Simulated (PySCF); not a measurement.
## Löwdin shares of the frontier orbitals

Compound: [Ti(N(CH3)2)4], C₈H₂₄N₄Ti (singlet state).
Structure used (PBE0-D3(BJ)/def2-SVP), in Å, numbered top down from 1:
```
atom  x, y, z in Å
C1     0.1779   -2.8095    1.0666
N2    -0.3400   -1.4742    1.1472
C3    -1.1785   -1.2424    2.2924
Ti4   -0.0013   -0.0031   -0.0036
N5     0.3993    1.5256    1.0480
C6     1.2951    1.3564    2.1602
C7    -0.1250    2.8552    0.9232
N8    -1.5344    0.3470   -1.0675
C9    -1.3704    1.1840   -2.2251
C10   -2.8666   -0.1589   -0.9012
N11    1.4740   -0.3950   -1.1324
C12    2.8045    0.1389   -1.0891
C13    1.2435   -1.3013   -2.2247
H14    0.8213   -2.9242    0.1816
H15   -0.6308   -3.5660    0.9983
H16    0.7864   -3.0737    1.9566
H17   -2.0896   -1.8762    2.2811
H18   -1.5098   -0.1908    2.3254
H19   -0.6512   -1.4516    3.2463
H20    0.8181    1.6240    3.1259
H21    2.2059    1.9833    2.0651
H22    1.6245    0.3067    2.2379
H23   -0.8090    2.9243    0.0646
H24   -0.6917    3.1649    1.8261
H25    0.6781    3.6070    0.7787
H26   -1.6412    0.6587   -3.1645
H27   -1.9966    2.0988   -2.1742
H28   -0.3212    1.5097   -2.3242
H29   -2.9311   -0.7993   -0.0091
H30   -3.1922   -0.7667   -1.7711
H31   -3.6099    0.6570   -0.7876
H32    3.0568    0.7022   -2.0117
H33    2.9184    0.8284   -0.2397
H34    3.5691   -0.6582   -0.9843
H35    0.1945   -1.6430   -2.2313
H36    1.8849   -2.2049   -2.1644
H37    1.4409   -0.8300   -3.2101
```

Theory: TDDFT PBE0/def2-SVPD, vertical, gas phase, core orbitals frozen in the response in PySCF 2.14.0, density-fitted response routines.

Frontier orbitals with the atoms that hold most of them (Löwdin shares over 4%, at most four atoms):

```tsv
orbital	ε (eV)	atoms
HOMO-3	-6.51	Ti4 15%, N8 12%, N2 12%, N5 12%
HOMO-2	-6.20	Ti4 15%, N11 13%, N2 13%, N5 13%
HOMO-1	-5.80	N2 22%, N5 21%, N8 8%, N11 8%
HOMO	-5.80	N8 22%, N11 21%, N5 8%, N2 7%
LUMO	-0.43	Ti4 71%
LUMO+1	-0.22	Ti4 69%, N2 5%, N5 5%, N11 4%
LUMO+2	0.13	Ti4 37%
```

Within 0.005 eV of a neighbour in this list lie HOMO-1/HOMO.

(1) The HOMO–LUMO gap is 5.37 eV. Where does the response calculation put the lowest singlet, and from which orbitals?

Answers

(1) S1 is at 3.81 eV (f = 0.0028), 1.56 eV below the gap, made of HOMO-1/HOMO→LUMO (89%), HOMO-1/HOMO→LUMO+1 (10%). S1/S2 lie within about 0.01 eV of each other. Without the coupling terms of the response equations the lowest excitation would equal the gap.

For S1 the Löwdin share of titanium is at most 8% in HOMO and 71% in LUMO (ligand-to-metal charge transfer by this measure).

Next come S2 at 3.81 eV (f 0.0029), HOMO-1/HOMO→LUMO (88%), HOMO-1/HOMO→LUMO+1 (11%); S3 at 4.12 eV (f 0.016), HOMO-2→LUMO (90%), HOMO-3→LUMO+1 (9%); S4 at 4.25 eV (f 0.070), HOMO-1/HOMO→LUMO+1 (≥85%); S5 at 4.25 eV (f 0.071), HOMO-1/HOMO→LUMO+1 (≥86%).

Orbitals of the list HOMO-3 to LUMO+2 that lie within 0.01 eV of each other are written together with a slash and their weights summed (≥ marks a lower bound); for degenerate orbitals outside that list single weights are arbitrary.
